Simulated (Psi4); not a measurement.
H₃Cl₃HfOSi (SMILES [SiH3][O][Hf]([Cl])([Cl])[Cl]), singlet, geometry from GFN2-xTB (such geometries of metal compounds can be far from the true shape) (core potentials on Hf).

Psi4 was given this input:
```
memory 2 GB

molecule {
0 1
  Hf    0.16198422    0.08986631    0.15434697
  Cl    1.67669179    1.12473129    1.46639015
  Cl   -0.93563556   -1.30710791    1.53279462
  Cl   -1.24341668    1.69597803   -0.55096803
  O     0.65066792   -0.87100724   -1.35901133
  Si   -0.43731869   -1.45667371   -2.41454629
  H    -1.74287364   -1.54049122   -1.70426651
  H     0.05106640   -2.77486407   -2.80862422
  H    -0.51381059   -0.52475309   -3.54403733
}

set basis def2-svp

energy('b3lyp')
print_variables()
```

Task: What nuclear repulsion energy does Psi4 with B3LYP/def2-SVP give?

Result: 561.0268 Eh

Task: What is the computed total energy (B3LYP/def2-SVP)?

Result: -1794.9544 Eh

Task: What is the computed dipole moment (B3LYP/def2-SVP)?

Result: 1.98 D

Task: Give the number of basis functions at the level B3LYP/def2-SVP.

Result: 133
